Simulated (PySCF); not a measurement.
Molecule: `O=C(Cl)c1ccco1`, C5H3ClO2.

Numbering as in the mapped SMILES `[O:1]=[C:2]([Cl:3])[c:4]1[cH:5][cH:6][cH:7][o:8]1` (H(Xn): hydrogen on atom n).

Geometry PBE0-D3(BJ)/def2-SVP throughout; GIAO in PySCF 2.14.0 with density-fitted response routines, gas phase, one conformer, non-relativistic; equivalent atoms averaged; basis pcSseg-1.

**Question.** How do the shifts δ (against H2O, TMS, HCl at the same level) depend on the functional? (a selection of nuclei; ppm; last column core-seconds on 1 thread of an Intel Xeon Platinum 8488C, shared host; the GGAs took longer than the global hybrids here, which isn't the general rule, and the cause wasn't traced)

**Answer.** 
```csv
functional,kind,O8,C2,C7,C5,C6,Cl3,H(C7),H(C5),H(C6),core-s
LDA,LDA,336.4,166.2,155.1,128.3,123.5,489.2,7.43,7.42,6.76,22
PBE,GGA,322.5,160.4,149.0,123.0,117.9,448.8,7.42,7.34,6.66,28
KT3,GGA,299.9,150.3,139.9,114.2,108.9,408.0,7.43,7.24,6.55,27
B3LYP,global hybrid,319.1,164.6,153.2,127.4,119.7,432.1,7.47,7.46,6.66,19
B97-2,global hybrid,307.4,160.1,149.5,124.5,116.5,413.6,7.53,7.51,6.71,19
LC-wPBE,range-separated hybrid,308.2,168.1,158.1,132.9,122.2,415.9,7.59,7.70,6.81,33
```

**Question.** Which nucleus among those listed moves most, in ppm?

**Answer.** Cl3 (chlorine bonded to C): from 408.0 ppm with KT3 to 489.2 ppm with LDA. The smallest spread is 0.17 ppm, at H(C7). Proton shifts span only some 12 ppm, so a few tenths of a ppm matter as much there as several ppm in carbon.
